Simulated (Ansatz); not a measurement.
Program: Ansatz. Geometries: PBE0-D4/def2-TZVP. ΔE: electronic, gas phase. CCSD(T)/CBS adds triple-zeta CCSD(T) − MP2 to the extrapolated MP2 energy (def2 sets, frozen cores). This one scheme is used for every species. DFT in def2-TZVPP. B3LYP here is the variant with VWN-RPA as its local correlation; programs differ in this. def2 core potentials past Kr. For Br, In outer-core shells are correlated without core-valence functions, which leaves a few kJ/mol of doubt a bond. Scalar relativity is left out up to krypton. Each species was taken in one conformer, which may not be the lowest.

Reaction (ligand exchange at the In–C bond): `[CH3][In]([SH])[Br]` + silanol → `[SiH3][O][In]([SH])[Br]` + CH₄

```csv
level,ΔE (kJ/mol)
B3LYP,-51.8
MP2/def2-TZVPP,-51.7
```

Problem. What does CCSD(T)/CBS give? (An estimate is asked.)

Solution. The calculation gave: -56.6 kJ/mol. The listed levels differ from it by 4.8, 4.9 kJ/mol.

Largest T1 diagnostic among the species: 0.013.

The D4 term adds −4.0 kJ/mol with B3LYP and −2.5 kJ/mol with PBE0; it sums over pairs of atoms, weighted by their polarisabilities, and B3LYP, whose exchange is more repulsive, gets the larger term. In def2-TZVPP, CCSD(T) changes the Hartree–Fock value by +9.4 kJ/mol (the triples alone add −0.5 kJ/mol) and MP2 by +11.5 kJ/mol.
